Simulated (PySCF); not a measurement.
**A geometry optimisation of B2SiZn with B3LYP/6-31G***

The starting geometry of this gas-phase singlet was optimised with GFN2-xTB.

```tsv
atom	x (Å)	y (Å)	z (Å)
B	0.3609	0.0642	-1.5668
B	-1.0066	0.2745	-0.9592
Si	-1.1395	0.1142	0.8669
Zn	1.3539	-0.2959	0.0441
```

Task: Predict what becomes of its bonds when it is optimised with B3LYP/6-31G*.

Result: New bonds form, giving a structure given below by its coordinates. Contacts that close: B2–Zn4 (2.63 → 2.22 Å), Si3–Zn4 (2.66 → 2.50 Å).

The energy falls by 0.28 eV over 10 steps:

```
step  E − E(last) (eV)
   1             0.285
   2             0.216
   3             0.091
   4             0.042
   5             0.002
   6             0.001
   7             0.000
   8             0.000
   9             0.000
  10             0.000
```

Final geometry (Å):

```xyz
4

B     0.4460    0.0662   -1.7549
B    -0.8498    0.2324   -0.8648
Si   -1.1573    0.1068    0.9739
Zn    1.1288   -0.2506    0.0282
```

No frequencies were run, so the end isn't proven a minimum. Run with PySCF 2.14.0, 48 s on 2 threads of Intel(R) Xeon(R) Platinum 8259CL CPU @ 2.50GHz (Skylake/Cascade Lake) (shared host).
